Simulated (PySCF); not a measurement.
**The Tc–Cl bond energy of TcCl₃**

Method: PBE0/[Tc def2-SVP with ECP28, Cl def2-SVP], scalar-relativistic core potentials, density fitting, no spin–orbit coupling, PySCF.

Each entry is the lowest minimum that a search over a few typed start shapes (and spin states, where more than one is plausible) found, or that minimum re-optimised at the stated level; isomers with ligand–ligand bonds, or fragments after loss of a ligand pair, can lie lower.

Total energies (Eh), which compare only within these settings: Cl atom -459.83854.

```
species  2S+1  group       E (Eh)  ZPE (kJ/mol)
  TcCl₂     6    D∞h  -1000.66568           5.3
  TcCl₃     5    C2v  -1460.60652           8.8
```

Q: What are De and D0 for TcCl₃ → TcCl₂ + Cl?

A: De = [(-1000.66568) + (-459.83854) − (-1460.60652)] × 2625.5 = 269 kJ/mol. The zero-point energy changes by -3.5 kJ/mol, so D0 = 265 kJ/mol.

Atoms and open shells are unrestricted, without spin–orbit or basis-set superposition corrections.

One determinant describes each species, so states of open d or f shells may be missed.
